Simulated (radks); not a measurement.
Task: The iodine anion I-, [Xe], held by a Watson sphere: a shell of charge +1 at radius R that stands for the Madelung well of a crystal (potential energy -1/R inside, -1/r outside, in hartree with lengths in bohr). Method: scalar-relativistic Kohn-Sham, LDA (Slater exchange, Perdew-Wang correlation), spin-unpolarised, spherical densities, finite nucleus; Fermi nuclear charge, rms radius of each element as measured or else 0.836 A^(1/3) + 0.57 fm; computed with a radial shooting solver on a logarithmic mesh with Libxc functionals. Response by self-consistent Sternheimer equations with the Hartree and adiabatic LDA kernel, the relativistic mass of each level held fixed and spin-orbit coupling left out. The sphere does not respond.

R (bohr)  e(4d) (eV)  e(5s) (eV)  e(5p) (eV)  <r> 5p (bohr)  sum of <r^2> (bohr^2)  X-ray form factor at sin(theta)/lambda = 0.2 1/angstrom  alpha (bohr^3)
3.1          -49.112     -17.166      -7.178          2.546                  71.62                                                   42.340           42.22
3.22         -49.009     -17.021      -7.053          2.558                  72.12                                                   42.333           43.51
4.08         -48.279     -16.084      -6.173          2.623                  74.95                                                   42.311           52.82
5.38         -47.265     -14.964      -5.049          2.672                  77.38                                                   42.312           64.82
5.4          -47.251     -14.949      -5.034          2.672                  77.41                                                   42.312           64.98
5.92         -46.905     -14.588      -4.669          2.682                  77.95                                                   42.313           68.65

Estimate the row for R = 2.66 bohr.

Result: e(4d) (eV) -49.507; e(5s) (eV) -17.730; e(5p) (eV) -7.617; <r> 5p (bohr) 2.496; sum of <r^2> (bohr^2) 69.63; X-ray form factor at sin(theta)/lambda = 0.2 1/angstrom 42.384; alpha (bohr^3) 37.73.
